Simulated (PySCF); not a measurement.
allyl radical (C3H5), SMILES [CH2]C=C, multiplicity 2.

Geometry optimised at ωB97X-D3(BJ)/def2-TZVP.

The numbers are results of TDA-ωB97X/def2-SVPD (PySCF), not measurements.

Vertical excitations. Gas-phase values at a fixed geometry.

| state | energy (eV) | λ (nm) | f | main pairs |
|---|---|---|---|---|
| root 1 | 4.18 | 297 | 0.006 | α HOMO→LUMO+1 36 %, β HOMO→LUMO 61 % |
| root 2 | 6.11 | 203 | 0.000 | α HOMO→LUMO 81 %, β HOMO−1→LUMO 14 % |
| root 3 | 6.16 | 201 | 0.000 | α HOMO→LUMO 13 %, β HOMO−1→LUMO 82 % |
| root 4 | 6.22 | 199 | 0.468 | α HOMO→LUMO+1 61 %, β HOMO→LUMO 33 % |
| root 5 | 6.52 | 190 | 0.002 | β HOMO−2→LUMO 95 % |
| root 6 | 6.96 | 178 | 0.034 | α HOMO→LUMO+2 92 % |
| root 7 | 6.99 | 177 | 0.000 | α HOMO→LUMO+3 90 % |
| root 8 | 7.32 | 169 | 0.000 | α HOMO−1→LUMO+1 41 %, β HOMO→LUMO+3 53 % |
| root 9 | 7.82 | 159 | 0.001 | β HOMO−3→LUMO 86 % |
| root 10 | 8.17 | 152 | 0.000 | α HOMO→LUMO+4 84 % |
Unrestricted roots are not spin-pure.
